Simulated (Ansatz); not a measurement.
Cl₅FMo, SMILES `[F][Mo]([Cl])([Cl])([Cl])([Cl])[Cl]` at its PBE0-D4/def2-TZVP geometry, where that method's forces vanish. Charge 0, multiplicity 1. Mo: def2 effective core potential.

```tsv
atom	x (Å)	y (Å)	z (Å)
F1	1.686	-0.717	-0.377
Mo2	0.022	-0.009	-0.005
Cl3	-2.015	0.857	0.451
Cl4	-0.444	-0.092	-2.229
Cl5	-0.759	-2.131	0.236
Cl6	0.597	0.027	2.195
Cl7	0.913	2.066	-0.270
```

Question: For each bond, give half the difference of the two atoms' forces along it (eV/Å; positive pushes the atoms apart) under PBE-D4, r2SCAN-D4, B3LYP-D4, ωB97M-V in def2-TZVPP. (Best estimate.)

Answer: Computed: 
```csv
bond,length (Å),PBE-D4,r2SCAN-D4,B3LYP-D4,ωB97M-V
F1–Mo2,1.846,0.51,0.17,0.28,-0.19
Mo2–Cl3,2.260,0.13,0.15,0.18,0.00
Mo2–Cl4,2.274,0.26,0.16,0.23,-0.04
Mo2–Cl5,2.274,0.26,0.16,0.23,-0.04
Mo2–Cl6,2.274,0.26,0.16,0.23,-0.04
Mo2–Cl7,2.274,0.26,0.16,0.23,-0.04
```

B3LYP here is the variant with VWN-RPA as its local correlation; programs differ in this.
